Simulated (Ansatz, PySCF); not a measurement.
This singlet lies 2.59 eV below the relaxed triplet at the level frozen-core CCSD(T)/cc-pVTZ // PBE0-D3(BJ)/def2-TZVP (Ansatz, a quantum-chemistry and plane-wave program).

Cartesian coordinates (Å):
SMILES: [C-]#[N+][Ge][NH2]
```xyz
6

C      2.5190    -0.5967     0.4136
N      1.4977    -0.0286     0.3107
Ge     0.0754     1.2328     0.2988
N     -1.1160     0.0378    -0.3416
H     -0.8983    -0.9238    -0.5549
H     -2.0778     0.2785    -0.5211
```
Charge 0, multiplicity 1.

Task: Estimate the total energy, dipole moment and HOMO that PySCF with PBE0-D3(BJ)/def2-TZVP returns for this input.

Result: 
- total energy: -2225.4316 Ha
- dipole moment: 4.56 D
- HOMO: -7.93 eV
